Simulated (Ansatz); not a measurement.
Start from `C=Cc1ccccc1` and change one atom or group to get `[CH3][In]([F])[c]1ccccc1`.

Ansatz, PBE0-D4/def2-TZVP geometries, multiplicity 1. Each molecule was computed in one conformer, which needn't be the lowest.

Elements past krypton have def2 core potentials.

| property | `C=Cc1ccccc1` |
| --- | --- |
| size of the dipole moment (PBE/def2-TZVPP) / D | 0.21 |
| HOMO–LUMO gap (PBE/def2-TZVPP) / eV | 3.72 |
| LUMO energy (ωB97M-V/def2-TZVPP) / eV | 0.87 |
| HOMO–LUMO gap (PBE0/def2-TZVPP) / eV | 5.49 |
| HOMO–LUMO gap (ωB97M-V/def2-TZVPP) / eV | 9.47 |
| LUMO energy (PBE0/def2-TZVPP) / eV | -1.10 |

What does the change do to each property? (Best estimate.)

Computed: 
```
                                      property  `[CH3][In]([F])[c]1ccccc1`  shift
size of the dipole moment (PBE/def2-TZVPP) / D                        3.41   3.20
           HOMO–LUMO gap (PBE/def2-TZVPP) / eV                        4.36   0.64
         LUMO energy (ωB97M-V/def2-TZVPP) / eV                        0.19  -0.68
          HOMO–LUMO gap (PBE0/def2-TZVPP) / eV                        6.08   0.59
       HOMO–LUMO gap (ωB97M-V/def2-TZVPP) / eV                        9.73   0.26
            LUMO energy (PBE0/def2-TZVPP) / eV                       -1.38  -0.28
```

With PBE0 the HOMO falls by 0.87 eV and the LUMO falls by 0.28 eV, so the gap widens by about 0.59 eV. PBE moves the HOMO by -0.81 eV and ωB97M-V by -0.94 eV. Dipoles are sizes alone; their direction can turn.
